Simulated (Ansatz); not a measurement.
The cluster Re2O6⁻, relaxed as a doublet with UKS PBE-D4/def2-SVPD in Ansatz, starting from the GFN1-xTB geometry. Force threshold 0.02 eV/Å.

In the def2 sets Re takes a core potential; there is no spin–orbit coupling. The structure holds one bond between oxygen atoms, so isomers without such links may lie far lower. The relaxation made no stability test and no search for a lower SCF solution. No other spin state of charge -1 was run. Another isomer (doublet) lies 0.13 eV lower at PBE0-D4/def2-TZVPD; other spin states weren't run for this one.

Start:

| atom | x (Å) | y (Å) | z (Å) |
| --- | --- | --- | --- |
| Re1 | -0.144 | 0.805 | 0.711 |
| Re2 | -0.248 | -1.231 | -1.063 |
| O3 | -1.050 | 0.392 | -0.776 |
| O4 | 1.024 | 2.201 | 0.847 |
| O5 | -1.168 | 0.595 | 2.005 |
| O6 | 1.659 | 1.041 | 1.028 |
| O7 | 0.865 | -1.192 | -2.290 |
| O8 | -0.938 | -2.610 | -0.462 |

| step | energy (eV) | largest force component (eV/Å) | SCF passes |
| --- | --- | --- | --- |
| 1 | -16529.9615 | 5.161 | 49 |
| 2 | -16531.2104 | 1.821 | 45 |
| 3 | -16531.2615 | 1.717 | 59 |
| 4 | -16531.4802 | 0.886 | 45 |
| 5 | -16531.4977 | 0.515 | 45 |
| 6 | -16531.5191 | 0.298 | 41 |
| 7 | -16531.5313 | 0.368 | 40 |
| 8 | -16531.5393 | 0.229 | 42 |
| 9 | -16531.5466 | 0.223 | 39 |
| 10 | -16531.5491 | 0.113 | 35 |
| 11 | -16531.5503 | 0.044 | 35 |
| 12 | -16531.5508 | 0.021 | 34 |
| 13 | -16531.5509 | 0.015 | 35 |

Force components are those of the run's own axes.

End:

```xyz
8

Re   -0.229    0.847    0.764
Re   -0.209   -1.195   -0.964
O    -1.173    0.553   -0.837
O     1.044    2.312    0.925
O    -1.159    0.339    2.119
O     1.731    1.053    0.604
O     1.136   -1.312   -2.045
O    -1.142   -2.597   -0.566
```

By distances, no bond broke or formed. The bond that changes most is Re2–O3, from 1.83 to 2.00 Å (atoms count from 1).

No frequencies were taken in this run, so the end may be a saddle point.

Run time 60 s (4 threads of Arm Neoverse V2 on a shared host).
